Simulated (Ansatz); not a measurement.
Isolated molecules relaxed with PBE0-D4/def2-TZVP in Ansatz; ΔE leaves out vibrations. CCSD(T)/CBS adds triple-zeta CCSD(T) − MP2 to the extrapolated MP2 energy (def2 sets, frozen cores). Functionals use def2-TZVPP. Each species was taken in one conformer, which may not be the lowest.

Consider the isomerisation: `C=C([SiH3])OC` → `C1C[SiH2]CO1`.

| species | ωB97X-V energy (Eh) |
| --- | --- |
| `C=C([SiH3])OC` | -483.78578 |
| `C1C[SiH2]CO1` | -483.81629 |

Work out ΔE.

ΔE = (-483.81629) − (-483.78578) = -0.03051 Eh = -19.1 kcal/mol. CCSD(T)/CBS gives -17.1 kcal/mol.

Largest T1 diagnostic among the species: 0.013.

The D4 term adds −0.8 kcal/mol with B3LYP and −0.3 kcal/mol with PBE0; it sums over pairs of atoms, weighted by their polarisabilities, and B3LYP, whose exchange is more repulsive, gets the larger term. In def2-TZVPP, CCSD(T) changes the Hartree–Fock value by −4.2 kcal/mol (the triples alone add +0.4 kcal/mol) and MP2 by −5.8 kcal/mol.

B3LYP here is the variant with VWN-RPA as its local correlation; programs differ in this.
